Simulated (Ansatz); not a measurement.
Relaxation of the cluster Ge₂O with RKS r2SCAN-D4/def2-TZVP.

```sh
$ ansatz run in.yaml --threads 4 --pin off --events-out ev --progress --plain --max-ram 3916MiB
```

```yaml
crystal:
  periodic: [false, false, false]
  atoms:
    - {symbol: Ge, position_ang: [-1.154470, -1.286610, -0.103830]}
    - {symbol: Ge, position_ang: [1.154130, 1.286890, 0.103840]}
    - {symbol: O, position_ang: [0.000340, -0.000280, -0.000010]}
basis:
  gaussian: {orbitals: def2-TZVP}
hamiltonian: {xc: r2scan, dispersion: d4}
scf: {lower_state_search: "off"}
output: {orbitals: {seedname: orbitals}}
relax: {f_tol: 0.02, max_steps: 100}
```

Run time 7.5 s (4 threads of Arm Neoverse N1 on a shared host).

Positions (Å) and forces (eV/Å) at steps 1, 2, 3 of 3:

```xyz
3
step=1 energy=-115081.2294 eV
Ge   -1.154   -1.287   -0.104   -0.636   -0.709   -0.057
Ge    1.154    1.287    0.104    0.637    0.710    0.057
O     0.000    0.000    0.000   -0.001   -0.001    0.000
3
step=2 energy=-115081.2529 eV
Ge   -1.166   -1.299   -0.105   -0.279   -0.312   -0.025
Ge    1.166    1.300    0.105    0.280    0.312    0.025
O     0.000    0.000    0.000   -0.001    0.000    0.000
3
step=3 energy=-115081.2590 eV
Ge   -1.175   -1.310   -0.106   -0.013   -0.015   -0.001
Ge    1.175    1.310    0.106    0.014    0.015    0.001
O     0.000    0.000    0.000    0.000    0.000    0.000
```

The restricted singlet is unstable towards broken spin symmetry in Hartree–Fock (as tested in another run); at r2SCAN-D4/def2-TZVP this wasn't settled. An occupied level lies above an empty one. Another isomer (singlet) lies 1.46 eV lower at PBE0-D4/def2-TZVP; other spin states weren't run for this one.
